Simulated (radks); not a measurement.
Excited configurations of the xenon ion Xe+: one electron is placed in a higher orbital outside [Kr] 4d10 5s2 5p4. The ground configuration is [Kr] 4d10 5s2 5p5. Method: Dirac Kohn-Sham, BLYP, spin-unpolarised, spherical densities, finite nucleus; open shells fill j = l - 1/2 first; Fermi nuclear charge, rms radius 4.7859 fm; computed with a radial shooting solver on a logarithmic mesh with Libxc functionals. Excitation = E - E(ground); binding = E(ion) - E, where the ion is the core of charge +2; n* = 2/sqrt(2 binding) in atomic units, and the quantum defect is n - n*.

outer orbital  excitation (eV)  binding (eV)     n*  <r> (bohr)
4f5/2                   17.239         3.800  3.785       6.975
5f5/2                   18.169         2.869  4.355       11.21
6p1/2                   13.979         7.060  2.777       5.555
6d3/2                   16.776         4.262  3.573       8.462
7p1/2                   17.041         3.997  3.690       10.20

The Delta-SCF ionisation energy is 21.039 eV (NIST Atomic Spectra Database: 20.975 eV, semi-empirical). Self-interaction in the functional shifts the binding energies and quantum defects, so they are the method's values and not measured ones. Spin polarisation and multiplet splitting are left out, so open shells lie too high by an amount that depends on their filling.

Beside tabulated values, note that spin-unpolarised runs miss the spin-polarisation part of the exchange energy of open shells.
